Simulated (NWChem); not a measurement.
System meant: SbClF₂; SMILES [F][Sb]([F])[Cl]

The following NWChem deck was run.

```
start job
memory heap 200 mb stack 900 mb global 1100 mb
geometry units angstroms noautoz
  Sb     0.291486     0.354595     0.000000
  F     -0.931885     0.809795    -1.411300
  F     -0.931885     0.809795     1.411300
  Cl    -0.131927    -1.960426     0.000000
end
basis spherical
  Sb library def2-svp
  F library def2-svp
  Cl library def2-svp
end
dft
  xc b3lyp
  iterations 150
  mulliken
end
task dft energy
```

End of the output:

```
             Grid Information
             ----------------
          Grid used for XC integration:  medium
          Radial quadrature: Mura-Knowles
          Angular quadrature: Lebedev.
          Tag              B.-S. Rad. Rad. Pts. Rad. Cut. Ang. Pts.
          ---              ---------- --------- --------- ---------
          Sb                  1.45      123           8.0       590
          F                   0.50       49           8.0       434
          Cl                  1.00       88           8.0       590
          Grid pruning is: on
          Number of quadrature shells:   260
          Spatial weights used:  Erf1

          Convergence Information
          -----------------------
          Convergence aids based upon iterative change in
          total energy or number of iterations.
          Levelshifting, if invoked, occurs when the
          HOMO/LUMO gap drops below (HL_TOL):  1.00D-02
          DIIS, if invoked, will attempt to extrapolate
          using up to (NFOCK): 10 stored Fock matrices.

                    Damping( 0%)  Levelshifting(0.5)       DIIS
                  --------------- ------------------- ---------------
          dE  on:    start            ASAP                start
          dE off:    2 iters        150 iters           150 iters

      Screening Tolerance Information
      -------------------------------
          Density screening/tol_rho:  1.00D-10
          AO Gaussian exp screening on grid/accAOfunc:  14
          CD Gaussian exp screening on grid/accCDfunc:  20
          XC Gaussian exp screening on grid/accXCfunc:  20
          Schwarz screening/accCoul:  1.00D-08

      Superposition of Atomic Density Guess
      -------------------------------------

      charge =      51.0 Sb (Antinomy)

      symmetry species            s     p     d     f
      number of basis functions =10     7     6
      number of cont. functions = 4     4     2
      number of closed shells   = 5     3     2
      number of open shells     = 0     1     0
      open shell occupation     = 0     3     0
 ------------------------------------------------------------------------
 atomscf:atomd: error in atom scf                   0
 ------------------------------------------------------------------------
 ------------------------------------------------------------------------
  current input line :
    19: task dft energy
 ------------------------------------------------------------------------
 ------------------------------------------------------------------------
 This error has not yet been assigned to a category
 ------------------------------------------------------------------------
 For more information see the NWChem manual at https://nwchemgit.github.io

0:atomscf:atomd: error in atom scf:Received an Error in Communication
```

Task: Find the fault in this run and fix the input.

Result: The program stopped with an error. Cause: the def2 basis of a heavy element holds valence functions alone and wants its effective core potential (without it all electrons must fit into that basis). This input runs:
```
start job
memory heap 200 mb stack 900 mb global 1100 mb
geometry units angstroms noautoz
  Sb     0.291486     0.354595     0.000000
  F     -0.931885     0.809795    -1.411300
  F     -0.931885     0.809795     1.411300
  Cl    -0.131927    -1.960426     0.000000
end
basis spherical
  * library def2-svp
end
ecp
  Sb library def2-ecp
end
dft
  xc b3lyp
  iterations 150
  mulliken
end
task dft energy
```
It converges to -900.00941 Ha (B3LYP/def2-SVP with def2 effective core potentials on Sb).
